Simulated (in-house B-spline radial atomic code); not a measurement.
Ionisation energies along the 36-electron series, configuration [Ar] 3d10 4s2 4p6, as differences of self-consistent energies. Dirac energy differences include first-order Breit, QED and recoil terms. NIST's values go from ground level to ground level; the uncertainty of those that are theory runs from under 0.1 % in few-electron ions to several per cent in heavy many-electron ones. Computed with a radial B-spline atomic code at the basis-set limit: Dirac-Hartree-Fock, average of the configuration, finite nuclei.

```csv
ion,configuration after,ionisation energy (eV),IE/(q+1)² (eV),Breit and QED recoil part (eV),tabulated value (eV),tabulated kind,computed minus tabulated (eV)
Kr,[Ar] 3d10 4s2 4p5,13.2,13.235,-0.003178,13.99961,measured,-0.8
Rb+,[Ar] 3d10 4s2 4p5,26.6,6.6424,-0.0084596,27.28954,measured,-0.7
Sr2+,[Ar] 3d10 4s2 4p5,42.2,4.6906,-0.015246,42.88353,measured,-0.7
Zr4+,[Ar] 3d10 4s2 4p5,79.8,3.1939,-0.033364,80.348,semi-empirical,-0.5
Nb5+,[Ar] 3d10 4s2 4p5,101.7,2.8241,-0.044794,102.069,semi-empirical,-0.4
Mo6+,[Ar] 3d10 4s2 4p5,125.4,2.5597,-0.057893,125.638,semi-empirical,-0.2
Tc7+,[Ar] 3d10 4s2 4p5,151.1,2.3607,-0.072764,150,tabulated theory,1.1
Ru8+,[Ar] 3d10 4s2 4p5,178.6,2.2052,-0.089453,178.41,semi-empirical,0.2
Rh9+,[Ar] 3d10 4s2 4p5,208.0,2.0802,-0.10808,207.51,semi-empirical,0.5
Pd10+,[Ar] 3d10 4s2 4p5,239.3,1.9774,-0.12871,238.57,semi-empirical,0.7
Ag11+,[Ar] 3d10 4s2 4p5,272.3,1.8913,-0.15145,271.46,semi-empirical,0.9
Cd12+,[Ar] 3d10 4s2 4p5,307.3,1.8181,-0.17636,305,tabulated theory,2.3
In13+,[Ar] 3d10 4s2 4p5,344.0,1.7551,-0.20358,341,tabulated theory,3.0
Sn14+,[Ar] 3d10 4s2 4p5,382.6,1.7003,-0.23317,379,tabulated theory,3.6
Sb15+,[Ar] 3d10 4s2 4p5,422.9,1.6521,-0.26526,420,tabulated theory,2.9
Te16+,[Ar] 3d10 4s2 4p5,465.1,1.6095,-0.29988,461,tabulated theory,4.1
I17+,[Ar] 3d10 4s2 4p5,509.2,1.5715,-0.33725,505,tabulated theory,4.2
Xe18+,[Ar] 3d10 4s2 4p5,555.0,1.5374,-0.37736,549,tabulated theory,6.0
Cs19+,[Ar] 3d10 4s2 4p5,602.7,1.5066,-0.42038,597,tabulated theory,5.7
Ba20+,[Ar] 3d10 4s2 4p5,652.1,1.4788,-0.46635,646,tabulated theory,6.1
La21+,[Ar] 3d10 4s2 4p5,703.4,1.4534,-0.51546,696,tabulated theory,7.4
```

Where a p, d or f electron is removed, the computed value is a mean over both j, so it misses the tabulated one by a part of the spin-orbit splitting; averaging over terms and missing correlation add to the gap, relatively most at low charge.
